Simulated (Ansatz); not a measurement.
A short molecular-dynamics run on `N[Si](O)(S)S`.

```yaml
crystal:
  periodic: [false, false, false]
  atoms:
    - {symbol: N, position_ang: [-1.474879, -0.406847, -0.486557]}
    - {symbol: Si, position_ang: [0.075117, -0.000491, 0.096924]}
    - {symbol: O, position_ang: [1.164315, -0.978734, -0.642875]}
    - {symbol: S, position_ang: [-0.160100, -0.222070, 2.200464]}
    - {symbol: S, position_ang: [0.867537, 1.951895, -0.256696]}
    - {symbol: H, position_ang: [-2.290379, -0.017439, -0.040568]}
    - {symbol: H, position_ang: [-1.615454, -0.501883, -1.480513]}
    - {symbol: H, position_ang: [0.977841, -1.918905, -0.585314]}
    - {symbol: H, position_ang: [0.927731, 0.508279, 2.493585]}
    - {symbol: H, position_ang: [1.611471, 1.535194, -1.295550]}
basis:
  gaussian: {orbitals: def2-SVP}
hamiltonian: {xc: {name: PBE}, dispersion: d3bj}
md: {timestep: 0.5 fs, n_steps: 30, ensemble: nvt_nose_hoover, temperature: 1500, initial_velocities: maxwell_boltzmann, seed: 102}
```

```sh
$ ansatz run in.yaml --threads 4 --pin off --events-out ev --progress --plain --max-ram 10444MiB
```

```
step  time (fs)  potential energy (eV)  kinetic (eV)  T (K)  conserved (eV)
   0        0.0            -33141.4275        1.5511   1500     -33139.8764
   1        0.5            -33141.3333        1.4594   1411     -33139.8740
   2        1.0            -33141.1008        1.2360   1195     -33139.8649
   3        1.5            -33140.8702        1.0149    981     -33139.8553
   4        2.0            -33140.7806        0.9259    895     -33139.8548
   5        2.5            -33140.8424        0.9809    949     -33139.8617
   6        3.0            -33140.9557        1.0891   1053     -33139.8668
   7        3.5            -33141.0350        1.1680   1130     -33139.8673
   8        4.0            -33141.0606        1.1953   1156     -33139.8657
   9        4.5            -33141.0476        1.1836   1145     -33139.8646
  10        5.0            -33141.0100        1.1460   1108     -33139.8646
  11        5.5            -33140.9475        1.0829   1047     -33139.8654
  12        6.0            -33140.8519        0.9872    955     -33139.8656
  13        6.5            -33140.7247        0.8618    833     -33139.8640
  14        7.0            -33140.5974        0.7385    714     -33139.8601
  15        7.5            -33140.5318        0.6766    654     -33139.8566
  16        8.0            -33140.5803        0.7244    701     -33139.8575
  17        8.5            -33140.7287        0.8668    838     -33139.8637
  18        9.0            -33140.8851        1.0159    982     -33139.8713
  19        9.5            -33140.9393        1.0669   1032     -33139.8748
  20       10.0            -33140.8435        0.9755    943     -33139.8708
  21       10.5            -33140.6618        0.8033    777     -33139.8615
  22       11.0            -33140.5311        0.6784    656     -33139.8560
  23       11.5            -33140.5296        0.6733    651     -33139.8598
  24       12.0            -33140.6046        0.7424    718     -33139.8660
  25       12.5            -33140.6611        0.7974    771     -33139.8679
  26       13.0            -33140.6601        0.7988    772     -33139.8659
  27       13.5            -33140.6205        0.7623    737     -33139.8633
  28       14.0            -33140.5776        0.7213    698     -33139.8616
  29       14.5            -33140.5542        0.6984    675     -33139.8616
  30       15.0            -33140.5516        0.6950    672     -33139.8628
```

Velocities are drawn at the set temperature; a run this short doesn't reach equilibrium.

Frames (Å, forces in eV/Å):

```xyz
10
time=0.0 fs
N    -1.475   -0.407   -0.487   -0.070   -0.381    0.133
Si    0.075    0.000    0.097   -0.231    0.456    0.413
O     1.164   -0.979   -0.643    0.973    0.000   -0.596
S    -0.160   -0.222    2.200   -0.449   -0.302    0.342
S     0.868    1.952   -0.257   -0.077    0.568    0.311
H    -2.290   -0.017   -0.041   -0.558    0.257    0.291
H    -1.615   -0.502   -1.481   -0.092   -0.058   -0.663
H     0.978   -1.919   -0.585   -0.157   -0.665    0.043
H     0.928    0.508    2.494    0.392    0.281    0.094
H     1.611    1.535   -1.296    0.270   -0.157   -0.369
10
time=0.5 fs
N    -1.477   -0.404   -0.491   -0.787   -0.213   -0.764
Si    0.076    0.002    0.102   -0.286    0.328    0.129
O     1.164   -0.983   -0.643    1.277    2.654   -0.691
S    -0.158   -0.222    2.200   -0.841   -0.565    0.318
S     0.866    1.951   -0.258   -0.228    0.699    0.544
H    -2.314   -0.018   -0.036    0.173   -0.072   -0.177
H    -1.614   -0.510   -1.520    0.073    0.130    0.813
H     0.997   -1.884   -0.569   -0.593   -3.226    0.242
H     0.929    0.479    2.495    0.763    0.523    0.189
H     1.615    1.531   -1.277    0.449   -0.256   -0.601
10
time=1.0 fs
N    -1.479   -0.401   -0.496   -1.353   -0.083   -1.368
Si    0.077    0.004    0.107   -0.348    0.193   -0.154
O     1.164   -0.987   -0.644    1.533    5.344   -0.914
S    -0.156   -0.222    2.199   -1.201   -0.789    0.304
S     0.864    1.950   -0.260   -0.356    0.817    0.734
H    -2.337   -0.019   -0.031    0.806   -0.336   -0.578
H    -1.613   -0.517   -1.557    0.180    0.292    1.930
H     1.016   -1.856   -0.553   -0.969   -5.820    0.565
H     0.932    0.451    2.497    1.102    0.725    0.274
H     1.620    1.527   -1.260    0.605   -0.343   -0.793
10
time=1.5 fs
N    -1.481   -0.398   -0.502   -1.739    0.008   -1.720
Si    0.078    0.006    0.112   -0.423    0.052   -0.430
O     1.163   -0.991   -0.645    1.588    7.038   -1.156
S    -0.154   -0.222    2.198   -1.487   -0.950    0.314
S     0.862    1.950   -0.261   -0.445    0.913    0.861
H    -2.358   -0.021   -0.028    1.303   -0.524   -0.892
H    -1.611   -0.524   -1.590    0.240    0.420    2.709
H     1.032   -1.842   -0.535   -1.123   -7.415    0.898
H     0.937    0.425    2.500    1.364    0.865    0.339
H     1.626    1.522   -1.245    0.722   -0.407   -0.924
10
time=2.0 fs
N    -1.484   -0.395   -0.507   -1.949    0.066   -1.882
Si    0.079    0.008    0.118   -0.514   -0.097   -0.695
O     1.164   -0.993   -0.646    1.373    6.857   -1.219
S    -0.153   -0.222    2.198   -1.661   -1.030    0.360
S     0.859    1.949   -0.262   -0.480    0.979    0.910
H    -2.376   -0.024   -0.027    1.655   -0.640   -1.116
H    -1.609   -0.530   -1.617    0.265    0.515    3.210
H     1.045   -1.846   -0.515   -0.985   -7.136    1.037
H     0.946    0.401    2.503    1.512    0.925    0.373
H     1.634    1.515   -1.232    0.784   -0.440   -0.978
10
time=2.5 fs
N    -1.486   -0.391   -0.513   -1.996    0.097   -1.908
Si    0.080    0.010    0.123   -0.620   -0.252   -0.946
O     1.164   -0.994   -0.647    0.996    4.968   -0.990
S    -0.151   -0.222    2.197   -1.698   -1.027    0.449
S     0.857    1.949   -0.264   -0.451    1.010    0.876
H    -2.390   -0.028   -0.028    1.865   -0.694   -1.253
H    -1.606   -0.534   -1.635    0.265    0.581    3.488
H     1.056   -1.867   -0.492   -0.663   -5.148    0.869
H     0.959    0.379    2.507    1.521    0.902    0.367
H     1.644    1.508   -1.222    0.780   -0.436   -0.951
10
time=3.0 fs
N    -1.490   -0.388   -0.519   -1.893    0.106   -1.831
Si    0.081    0.012    0.128   -0.735   -0.412   -1.184
O     1.165   -0.995   -0.648    0.631    2.392   -0.550
S    -0.149   -0.223    2.197   -1.593   -0.948    0.580
S     0.855    1.948   -0.265   -0.358    1.004    0.765
H    -2.400   -0.034   -0.033    1.940   -0.694   -1.310
H    -1.602   -0.538   -1.646    0.247    0.617    3.580
H     1.065   -1.901   -0.467   -0.338   -2.475    0.477
H     0.975    0.360    2.512    1.387    0.805    0.320
H     1.656    1.500   -1.214    0.712   -0.396   -0.847
10
time=3.5 fs
N    -1.493   -0.385   -0.526   -1.645    0.100   -1.664
Si    0.082    0.014    0.133   -0.854   -0.574   -1.409
O     1.165   -0.995   -0.649    0.373    0.055   -0.055
S    -0.148   -0.223    2.196   -1.366   -0.814    0.747
S     0.853    1.948   -0.266   -0.209    0.965    0.590
H    -2.405   -0.042   -0.041    1.884   -0.645   -1.288
H    -1.598   -0.539   -1.648    0.214    0.625    3.500
H     1.073   -1.940   -0.442   -0.112   -0.042    0.024
H     0.994    0.342    2.518    1.130    0.654    0.238
H     1.669    1.490   -1.208    0.585   -0.324   -0.682
10
time=4.0 fs
N    -1.497   -0.382   -0.533   -1.251    0.083   -1.394
Si    0.083    0.016    0.137   -0.970   -0.733   -1.626
O     1.166   -0.995   -0.651    0.222   -1.665    0.385
S    -0.147   -0.223    2.196   -1.050   -0.649    0.938
S     0.851    1.947   -0.267   -0.017    0.899    0.374
H    -2.406   -0.051   -0.052    1.692   -0.550   -1.185
H    -1.593   -0.540   -1.641    0.169    0.599    3.232
H     1.081   -1.980   -0.416    0.007    1.772   -0.379
H     1.016    0.326    2.525    0.784    0.472    0.131
H     1.684    1.480   -1.203    0.413   -0.227   -0.476
10
time=4.5 fs
N    -1.501   -0.379   -0.540   -0.705    0.061   -0.989
Si    0.084    0.018    0.142   -1.077   -0.886   -1.835
O     1.167   -0.996   -0.652    0.142   -2.778    0.738
S    -0.146   -0.224    2.195   -0.686   -0.478    1.140
S     0.849    1.947   -0.268    0.200    0.816    0.138
H    -2.402   -0.062   -0.065    1.355   -0.411   -0.997
H    -1.588   -0.538   -1.627    0.113    0.532    2.739
H     1.090   -2.015   -0.391    0.051    2.975   -0.694
H     1.040    0.311    2.532    0.392    0.284    0.010
H     1.700    1.470   -1.200    0.215   -0.116   -0.250
10
time=5.0 fs
N    -1.505   -0.376   -0.547   -0.001    0.046   -0.395
Si    0.084    0.020    0.146   -1.171   -1.029   -2.038
O     1.167   -0.996   -0.653    0.097   -3.427    1.011
S    -0.144   -0.224    2.195   -0.313   -0.319    1.341
S     0.847    1.947   -0.269    0.424    0.725   -0.096
H    -2.395   -0.074   -0.081    0.865   -0.228   -0.720
H    -1.583   -0.536   -1.606    0.049    0.413    1.960
H     1.098   -2.043   -0.367    0.052    3.708   -0.926
H     1.065    0.296    2.539   -0.008    0.110   -0.113
H     1.716    1.459   -1.197    0.006    0.001   -0.025
10
time=5.5 fs
N    -1.510   -0.373   -0.554    0.852    0.053    0.452
Si    0.085    0.022    0.151   -1.248   -1.159   -2.237
O     1.168   -0.998   -0.654    0.065   -3.754    1.224
S    -0.143   -0.225    2.195    0.038   -0.185    1.531
S     0.844    1.947   -0.270    0.640    0.633   -0.314
H    -2.386   -0.086   -0.099    0.225   -0.006   -0.355
H    -1.577   -0.532   -1.580   -0.022    0.230    0.836
H     1.106   -2.062   -0.346    0.033    4.114   -1.092
H     1.090    0.282    2.545   -0.385   -0.040   -0.229
H     1.733    1.448   -1.194   -0.198    0.115    0.184
10
time=6.0 fs
N    -1.514   -0.369   -0.561    1.814    0.099    1.588
Si    0.085    0.024    0.155   -1.305   -1.273   -2.431
O     1.169   -1.000   -0.655    0.031   -3.857    1.390
S    -0.142   -0.225    2.195    0.348   -0.082    1.703
S     0.842    1.947   -0.271    0.836    0.548   -0.503
H    -2.377   -0.098   -0.118   -0.535    0.240    0.076
H    -1.572   -0.528   -1.553   -0.091   -0.023   -0.652
H     1.115   -2.072   -0.328    0.006    4.288   -1.206
H     1.114    0.268    2.551   -0.720   -0.160   -0.332
H     1.748    1.437   -1.191   -0.385    0.219    0.367
10
time=6.5 fs
N    -1.517   -0.366   -0.568    2.794    0.199    2.956
Si    0.085    0.025    0.159   -1.342   -1.370   -2.619
O     1.170   -1.002   -0.655   -0.009   -3.787    1.517
S    -0.141   -0.226    2.195    0.606   -0.010    1.853
S     0.840    1.947   -0.272    1.006    0.473   -0.658
H    -2.369   -0.110   -0.136   -1.339    0.481    0.528
H    -1.567   -0.524   -1.527   -0.146   -0.333   -2.401
H     1.123   -2.071   -0.312   -0.023    4.284   -1.275
H     1.136    0.254    2.556   -1.001   -0.248   -0.418
H     1.763    1.427   -1.187   -0.547    0.310    0.516
10
time=7.0 fs
N    -1.520   -0.363   -0.575    3.646    0.340    4.320
Si    0.086    0.027    0.162   -1.361   -1.448   -2.801
O     1.170   -1.005   -0.656   -0.057   -3.552    1.600
S    -0.140   -0.226    2.195    0.809    0.033    1.980
S     0.838    1.947   -0.274    1.145    0.412   -0.776
H    -2.364   -0.120   -0.154   -2.057    0.680    0.926
H    -1.562   -0.521   -1.507   -0.172   -0.648   -4.099
H     1.132   -2.060   -0.300   -0.050    4.107   -1.295
H     1.156    0.238    2.561   -1.224   -0.307   -0.486
H     1.777    1.418   -1.181   -0.680    0.385    0.631
10
time=7.5 fs
N    -1.523   -0.360   -0.580    4.202    0.473    5.269
Si    0.086    0.028    0.166   -1.363   -1.509   -2.974
O     1.171   -1.009   -0.656   -0.113   -3.117    1.618
S    -0.139   -0.227    2.195    0.955    0.049    2.081
S     0.837    1.947   -0.275    1.251    0.366   -0.857
H    -2.364   -0.129   -0.169   -2.532    0.793    1.185
H    -1.557   -0.519   -1.496   -0.159   -0.880   -5.252
H     1.140   -2.039   -0.290   -0.073    3.721   -1.245
H     1.173    0.222    2.564   -1.387   -0.339   -0.535
H     1.789    1.409   -1.175   -0.780    0.442    0.709
10
time=8.0 fs
N    -1.525   -0.356   -0.585    4.337    0.533    5.422
Si    0.086    0.030    0.169   -1.352   -1.551   -3.136
O     1.172   -1.013   -0.656   -0.178   -2.402    1.532
S    -0.137   -0.227    2.196    1.047    0.042    2.158
S     0.835    1.947   -0.276    1.323    0.336   -0.902
H    -2.370   -0.136   -0.181   -2.635    0.797    1.240
H    -1.553   -0.520   -1.498   -0.112   -0.938   -5.414
H     1.148   -2.009   -0.284   -0.091    3.050   -1.087
H     1.187    0.206    2.565   -1.492   -0.347   -0.566
H     1.799    1.402   -1.166   -0.846    0.481    0.753
10
time=8.5 fs
N    -1.526   -0.353   -0.589    4.034    0.489    4.720
Si    0.085    0.031    0.172   -1.332   -1.576   -3.287
O     1.173   -1.017   -0.655   -0.250   -1.293    1.279
S    -0.136   -0.228    2.196    1.087    0.015    2.210
S     0.833    1.947   -0.278    1.360    0.322   -0.913
H    -2.382   -0.141   -0.190   -2.327    0.697    1.084
H    -1.549   -0.523   -1.513   -0.054   -0.796   -4.518
H     1.156   -1.972   -0.280   -0.101    1.976   -0.759
H     1.197    0.188    2.566   -1.540   -0.335   -0.578
H     1.807    1.396   -1.156   -0.876    0.502    0.762
10
time=9.0 fs
N    -1.527   -0.349   -0.592    3.389    0.368    3.474
Si    0.085    0.032    0.175   -1.308   -1.587   -3.423
O     1.173   -1.022   -0.655   -0.334    0.334    0.777
S    -0.134   -0.228    2.197    1.073   -0.029    2.236
S     0.832    1.947   -0.279    1.361    0.325   -0.891
H    -2.400   -0.144   -0.197   -1.683    0.525    0.771
H    -1.545   -0.527   -1.539   -0.003   -0.510   -2.928
H     1.164   -1.930   -0.278   -0.095    0.376   -0.181
H     1.203    0.170    2.565   -1.531   -0.305   -0.573
H     1.813    1.391   -1.144   -0.869    0.503    0.738
10
time=9.5 fs
N    -1.526   -0.346   -0.595    2.560    0.218    2.116
Si    0.085    0.032    0.177   -1.283   -1.586   -3.543
O     1.174   -1.026   -0.654   -0.435    2.511   -0.037
S    -0.133   -0.229    2.198    1.005   -0.087    2.237
S     0.830    1.947   -0.280    1.326    0.346   -0.837
H    -2.422   -0.146   -0.201   -0.850    0.327    0.383
H    -1.542   -0.533   -1.572    0.029   -0.173   -1.157
H     1.172   -1.887   -0.276   -0.064   -1.780    0.705
H     1.206    0.151    2.563   -1.465   -0.259   -0.551
H     1.817    1.387   -1.130   -0.824    0.485    0.683
10
time=10.0 fs
N    -1.526   -0.342   -0.597    1.701    0.079    0.940
Si    0.084    0.033    0.179   -1.261   -1.577   -3.642
O     1.175   -1.031   -0.654   -0.560    4.971   -1.099
S    -0.131   -0.229    2.199    0.879   -0.158    2.212
S     0.829    1.947   -0.282    1.252    0.384   -0.753
H    -2.446   -0.148   -0.205    0.017    0.140    0.003
H    -1.538   -0.539   -1.608    0.045    0.139    0.421
H     1.179   -1.848   -0.273    0.004   -4.224    1.833
H     1.205    0.131    2.559   -1.337   -0.200   -0.511
H     1.819    1.384   -1.114   -0.740    0.446    0.597
10
time=10.5 fs
N    -1.525   -0.338   -0.599    0.922   -0.035    0.050
Si    0.083    0.034    0.181   -1.245   -1.564   -3.718
O     1.175   -1.034   -0.653   -0.703    6.976   -2.097
S    -0.129   -0.230    2.200    0.692   -0.238    2.162
S     0.828    1.947   -0.284    1.139    0.442   -0.641
H    -2.470   -0.149   -0.209    0.803   -0.012   -0.319
H    -1.534   -0.545   -1.643    0.051    0.390    1.650
H     1.186   -1.820   -0.265    0.103   -6.218    2.884
H     1.201    0.111    2.554   -1.147   -0.127   -0.454
H     1.819    1.382   -1.097   -0.616    0.385    0.482
10
time=11.0 fs
N    -1.524   -0.335   -0.600    0.280   -0.122   -0.569
Si    0.083    0.034    0.182   -1.236   -1.552   -3.768
O     1.175   -1.036   -0.653   -0.823    7.596   -2.520
S    -0.128   -0.231    2.202    0.440   -0.326    2.089
S     0.826    1.948   -0.285    0.986    0.520   -0.504
H    -2.492   -0.150   -0.214    1.447   -0.122   -0.560
H    -1.530   -0.550   -1.673    0.052    0.575    2.524
H     1.194   -1.806   -0.251    0.198   -6.827    3.347
H     1.194    0.090    2.548   -0.890   -0.044   -0.380
H     1.818    1.382   -1.079   -0.453    0.303    0.342
10
time=11.5 fs
N    -1.523   -0.331   -0.602   -0.206   -0.188   -0.973
Si    0.082    0.034    0.183   -1.233   -1.544   -3.792
O     1.176   -1.038   -0.653   -0.868    6.502   -2.071
S    -0.126   -0.231    2.203    0.123   -0.419    1.994
S     0.825    1.948   -0.287    0.795    0.616   -0.345
H    -2.511   -0.151   -0.220    1.926   -0.192   -0.717
H    -1.526   -0.554   -1.698    0.052    0.701    3.095
H     1.202   -1.809   -0.228    0.232   -5.725    2.921
H     1.185    0.070    2.541   -0.568    0.047   -0.291
H     1.816    1.382   -1.060   -0.254    0.202    0.179
10
time=12.0 fs
N    -1.522   -0.328   -0.605   -0.534   -0.237   -1.219
Si    0.081    0.035    0.184   -1.236   -1.542   -3.790
O     1.176   -1.038   -0.654   -0.816    4.338   -0.970
S    -0.124   -0.232    2.205   -0.254   -0.513    1.879
S     0.824    1.948   -0.289    0.574    0.728   -0.172
H    -2.525   -0.153   -0.227    2.241   -0.227   -0.797
H    -1.522   -0.556   -1.715    0.052    0.777    3.427
H     1.211   -1.826   -0.198    0.181   -3.550    1.827
H     1.175    0.049    2.534   -0.185    0.142   -0.188
H     1.813    1.382   -1.041   -0.024    0.083    0.002
10
time=12.5 fs
N    -1.521   -0.324   -0.607   -0.710   -0.271   -1.342
Si    0.080    0.035    0.184   -1.243   -1.544   -3.765
O     1.176   -1.038   -0.654   -0.697    2.050    0.301
S    -0.122   -0.232    2.207   -0.676   -0.603    1.748
S     0.823    1.948   -0.291    0.332    0.848    0.006
H    -2.534   -0.155   -0.237    2.400   -0.232   -0.808
H    -1.517   -0.556   -1.724    0.054    0.811    3.564
H     1.220   -1.851   -0.164    0.070   -1.250    0.553
H     1.165    0.029    2.526    0.245    0.237   -0.076
H     1.810    1.383   -1.021    0.224   -0.046   -0.180
10
time=13.0 fs
N    -1.520   -0.320   -0.610   -0.737   -0.291   -1.358
Si    0.079    0.034    0.184   -1.254   -1.546   -3.720
O     1.176   -1.037   -0.655   -0.555    0.205    1.391
S    -0.121   -0.233    2.209   -1.119   -0.684    1.608
S     0.822    1.949   -0.292    0.085    0.966    0.176
H    -2.537   -0.158   -0.248    2.407   -0.213   -0.756
H    -1.513   -0.554   -1.725    0.059    0.806    3.527
H     1.229   -1.879   -0.129   -0.059    0.608   -0.549
H     1.154    0.009    2.518    0.696    0.324    0.036
H     1.807    1.384   -1.002    0.476   -0.176   -0.354
10
time=13.5 fs
N    -1.519   -0.317   -0.612   -0.612   -0.292   -1.261
Si    0.077    0.034    0.184   -1.266   -1.546   -3.658
O     1.175   -1.036   -0.656   -0.423   -1.076    2.191
S    -0.119   -0.234    2.211   -1.544   -0.748    1.468
S     0.821    1.949   -0.294   -0.146    1.072    0.324
H    -2.534   -0.161   -0.262    2.259   -0.170   -0.645
H    -1.508   -0.550   -1.717    0.068    0.761    3.311
H     1.238   -1.905   -0.095   -0.180    1.900   -1.364
H     1.146   -0.010    2.509    1.132    0.396    0.141
H     1.806    1.384   -0.984    0.711   -0.298   -0.506
10
time=14.0 fs
N    -1.519   -0.314   -0.616   -0.328   -0.268   -1.021
Si    0.076    0.034    0.184   -1.276   -1.540   -3.583
O     1.175   -1.036   -0.656   -0.313   -1.886    2.727
S    -0.117   -0.235    2.214   -1.906   -0.791    1.338
S     0.820    1.950   -0.296   -0.338    1.153    0.436
H    -2.525   -0.165   -0.276    1.945   -0.105   -0.473
H    -1.503   -0.545   -1.701    0.085    0.669    2.888
H     1.247   -1.927   -0.064   -0.278    2.716   -1.916
H     1.140   -0.027    2.502    1.505    0.446    0.225
H     1.806    1.383   -0.967    0.905   -0.396   -0.622
10
time=14.5 fs
N    -1.518   -0.310   -0.619    0.123   -0.208   -0.587
Si    0.075    0.033    0.183   -1.283   -1.524   -3.497
O     1.175   -1.035   -0.655   -0.229   -2.358    3.065
S    -0.116   -0.236    2.216   -2.155   -0.806    1.231
S     0.819    1.951   -0.297   -0.470    1.195    0.499
H    -2.512   -0.169   -0.292    1.451   -0.017   -0.239
H    -1.498   -0.538   -1.679    0.114    0.519    2.204
H     1.255   -1.943   -0.038   -0.352    3.190   -2.268
H     1.138   -0.044    2.494    1.767    0.469    0.279
H     1.809    1.382   -0.952    1.035   -0.460   -0.688
10
time=15.0 fs
N    -1.518   -0.307   -0.622    0.741   -0.099    0.102
Si    0.073    0.033    0.182   -1.282   -1.498   -3.401
O     1.175   -1.035   -0.655   -0.169   -2.600    3.263
S    -0.115   -0.236    2.218   -2.255   -0.794    1.152
S     0.818    1.951   -0.299   -0.526    1.191    0.509
H    -2.496   -0.173   -0.309    0.772    0.091    0.054
H    -1.493   -0.529   -1.651    0.160    0.296    1.201
H     1.262   -1.951   -0.017   -0.405    3.426   -2.476
H     1.140   -0.060    2.488    1.879    0.465    0.297
H     1.814    1.379   -0.938    1.086   -0.479   -0.699
```

Run time 32 s (4 threads of an Arm Neoverse V1 on a shared host); peak host memory 0.16 GiB.
